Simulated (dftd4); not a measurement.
F2Si, charge +1, doublet, at a GFN2-xTB geometry (a state made from the parent by changing its charge; the spin is typed, not shown lowest); dftd4 4.2.0 with D4 for bp86.

Input for dftd4:
```
$ dftd4 mol.xyz --func bp86 --charge 1 --json dftd4.json --noedisp --property

# file mol.xyz
3

F     -1.31551725    -0.40462820     0.01044998
Si    -0.01740213     0.44992730     0.03735713
F      1.34258723    -0.29525872    -0.06856107
```

It wrote (shortened):

```
                    ____  _____ _____     ____  _  _
      -------------|  _ \|  ___|_   _|---|  _ \| || |------------
     |             | | | | |_    | | ___ | | | | || |_           |
     |             | |_| |  _|   | ||___|| |_| |__   _|          |
     |             |____/|_|     |_|     |____/   |_|            |
     |             ===================================           |
     |            E. Caldeweyher, S. Ehlert & S. Grimme          |
     |          Mulliken Center for Theoretical Chemistry        |
     |                    University of Bonn                     |
      -----------------------------------------------------------

Rational (Becke-Johnson) damping: bp86-D4-ATM
---------------------
  s6         1.0000
  s8         3.3550
  s9         1.0000
  a1         0.4365
  a2         4.9241
 alp        16.0000
--------------------

Atomic data, radii in Ångström:
------------------------------------------------------
   Z          R(cov)      r4/r2   hardness         EN
------------------------------------------------------
   9 F        0.8533     1.2638     0.6693     3.9800
  14 Si       1.3867     2.5839     0.3054     1.9000
------------------------------------------------------

Atomic reference systems (in atomic units):
----------------------------------------------------------------------------
   Z        #      CN     q+Z       C6(AA)   #      CN     q+Z       C6(AA)
----------------------------------------------------------------------------
   9 F      1  0.0000  9.0000       9.7374   2  0.7408  8.7523      11.7796
  14 Si     1  0.0000 14.0000     321.4498   2  0.8915 14.0165     270.4983
            3  1.8234 13.9936     236.2774   4  2.8003 13.9692     228.3542
            5  3.6668 13.9341     158.2713
----------------------------------------------------------------------------

Atomic properties (in atomic units):
----------------------------------------------------------------------------
     #    Z              CN          q      C6(AA)        C8(AA)   alpha(0)
----------------------------------------------------------------------------
     1    9 F        0.7055     0.1087      8.5467      146.2445     3.3686
     2   14 Si       1.4110     0.7827    203.8158    14578.2599    29.9510
     3    9 F        0.7055     0.1087      8.5467      146.2445     3.3686
----------------------------------------------------------------------------

Molecular properties (in atomic units):
----------------------------------------
 molecular C6                 380.7397
 molecular C8               20156.8151
----------------------------------------

Dispersion energy:      -1.4137062130735E-03 Eh

[Info] JSON dump of results written to 'dftd4.json'
```
